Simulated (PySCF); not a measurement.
ZnCl, SMILES [Cl][Zn] (connectivity only; charge and spin as stated), neutral, multiplicity 2.

Geometry: PBE-D3(BJ)/def2-TZVP. The multiplicity is an assumed one; other spin states were not compared.

Level of theory: PBE0/def2-TZVPD in PySCF.

Gas-phase values at a fixed geometry.

The total energy comes out as -2239.22857 hartree, the point group is C∞v and the α spin, highest occupied and lowest empty level is -6.66 and -1.11 eV. The β spin, highest occupied and lowest empty level comes out as -8.60 and -3.61 eV, the dipole moment is 2.90 D and the mean static polarisability is 48.5 bohr³ (7.19 Å³). The polarisability, principal values comes out as 43.1, 43.1, 59.4 bohr³ and the ⟨S²⟩ is 0.753 (pure state 0.75).
